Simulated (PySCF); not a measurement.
Titanium: a sound run and one with changed settings

Sound run: Ti(2+) [Ar] 3d2, Ti(3+) [Ar] 3d1. All numbers are calculated (PySCF 2.14, no relativity, point nucleus, in cc-pVTZ (7s6p4d2f1g, 68 functions)). In the sound run the correlated levels freeze [Ar]. The sound run starts from symmetry-adapted Hartree-Fock orbitals and uses a fine grid where one is needed.

Changed run: initial guess 1e, at most 50 SCF cycles.

| species | method | sound run (hartree) | changed run (hartree) | converged |
| --- | --- | --- | --- | --- |
| Ti(2+) | UHF | -847.73760 | -847.68782 | yes |
| Ti(2+) | LDA | -846.52466 | -846.52466 | yes |
| Ti(2+) | B3LYP | -848.62425 | -848.62425 | yes |
| Ti(2+) | MP2 | -847.74208 | -847.69735 | yes |
| Ti(3+) | UHF | -846.75390 | -846.75390 | yes |
| Ti(3+) | LDA | -845.48894 | -845.48894 | yes |
| Ti(3+) | B3LYP | -847.59021 | -847.59021 | yes |

Ionisation energy of Ti(2+):

```
 method  sound run (eV)  changed run (eV)
    UHF          26.768            25.413
    LDA          28.183            28.183
  B3LYP          28.138            28.138
    MP2          26.890            25.672
SCS-MP2          26.808            25.500
```

The plain start fixes occupations by D2h representation alone, and Ti(2+) at UHF landed in another state (other ⟨L²⟩ or ⟨S²⟩). 

For comparison, NIST gives 27.492 eV between the lowest levels.
